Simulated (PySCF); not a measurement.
Electronic structure of F (fluorine, neutral) at the UHF level

Configuration: [He] 2s2 2p5, 2P determinant. Computed with PySCF 2.14 in cc-pVDZ (3s2p1d, 14 functions), with the non-relativistic Hamiltonian (point nucleus).

```
Total energy                                                  : -99.375240 hartree
One-electron energy                                           : -139.2752 hartree
Hartree (Coulomb) energy                                      : 49.9543 hartree
Exchange energy                                               : -10.0543 hartree
Kinetic energy                                                : 99.38240 hartree
⟨S²⟩                                                          : 0.7520
⟨L²⟩                                                          : 2.006
Sum of ⟨r⟩                                                    : 7.724 bohr
Sum of ⟨r²⟩                                                   : 9.940 bohr²
Traceless quadrupole moment −½Σ⟨3z² − r²⟩ along its main axis : 0.640 e·bohr²
Density at the nucleus (Gaussians lack the cusp)              : 430 bohr⁻³
Spin density at the nucleus                                   : 0.198 bohr⁻³
Langevin diamagnetic susceptibility                           : -7.87 ×10⁻⁶ cm³/mol
Time after the integrals                                      : 0.06 s of wall time on 1 thread of Neoverse-V1 (shared host)
```

```csv
shell,electrons,mean orbital energy (hartree),spread (hartree),"rms radius, mean of both spins (bohr)"
1s α,1,-26.40079,0,0.204
1s β,1,-26.35259,0,0.204
2s α,1,-1.66102,0,1.10
2s β,1,-1.46954,0,1.10
2p α,3,-0.75298,0.10944,1.22
2p β,2,-0.66622,0,1.22
```
